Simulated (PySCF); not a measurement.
# In⁴³⁺: ionisation energy

In⁴³⁺ [He] 2s2 2p2 (3P) → In⁴⁴⁺ [He] 2s2 2p1 (2P), as a difference of total energies. Computed with PySCF 2.14 in an uncontracted even-tempered set (19 s from 19 bohr⁻², ratio 2.2; 12 p from 25 bohr⁻², ratio 2.2; 5 d from 95 bohr⁻², ratio 2.4; 5 f from 140 bohr⁻², ratio 2.4; 4 g from 210 bohr⁻², ratio 2.4), with scalar relativity by spin-free X2C-1e. Correlated levels: nothing frozen; virtual orbitals above 40 to 60 times the deepest correlated orbital energy dropped. The calculations carry no spin-orbit coupling.

```tsv
method	ionisation energy (eV)
UHF	7080.4
LDA	7075.9
PBE	7079.0
PBE0	7079.6
r2SCAN	7082.9
MN15	7082.0
r2SCANh	7082.8
MP2 (all electrons)	7080.0
SCS-MP2 (all electrons)	7079.5
```

Spin-orbit coupling is strong in these open shells (close to jj coupling). The scalar numbers leave it out and a first-order estimate fails, so it can dominate the gap to the real levels.

For this ion Breit and QED terms and the two-electron picture change, all absent here, outweigh the differences among the correlated methods.

For comparison: 7196 ± 8 eV (semi-empirical (NIST evaluation); NIST Atomic Spectra Database, ionization energies).
